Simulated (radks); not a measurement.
Valence configurations of Sb III (all share [Kr]). All-electron calculation, Dirac Kohn-Sham, PBE, spin-unpolarised, spherical densities, point nucleus; open shells are shared between the two j in proportion to 2j + 1. Program: a radial shooting solver on a logarithmic mesh with Libxc functionals. Energies are relative to 4d10 5s2 5p1; eigenvalues in eV.

valence           E (eV)  e(4d3/2)  e(4d5/2)  e(5p1/2)  e(5p3/2)  e(5s1/2)
4d10 5s2 5p1       0.000   -52.583   -51.332   -20.683   -19.808   -29.406
4d9.5 5s2 5p1.5   16.452   -55.909   -54.628   -21.687   -20.750   -30.712
4d10 5p3          18.883   -55.294   -54.034   -22.060   -21.133         -
4d10 5s1.5 5p1.5   4.671   -53.276   -52.023   -21.039   -20.150   -29.822
4d9 5s2 5p2       34.081   -59.222   -57.911   -22.659   -21.660   -31.980
4d10 5s0.5 5p2.5  14.113   -54.631   -53.374   -21.727   -20.813   -30.625
4d9 5s1.5 5p2.5   39.090   -59.872   -58.559   -22.984   -21.973   -32.360
4d10 5s1 5p2       9.375   -53.959   -52.704   -21.386   -20.485   -30.228
4d9 5p4           54.302   -61.770   -60.449   -23.922   -22.874         -
4d8 5s2 5p3       72.906   -65.818   -64.445   -24.526   -23.403   -34.417

NIST lists [Kr] 4d10 5s2 5p1 as the ground configuration; this level of theory agrees among the configurations tried. The energies are those of spherical spin-averaged densities, not of single terms.
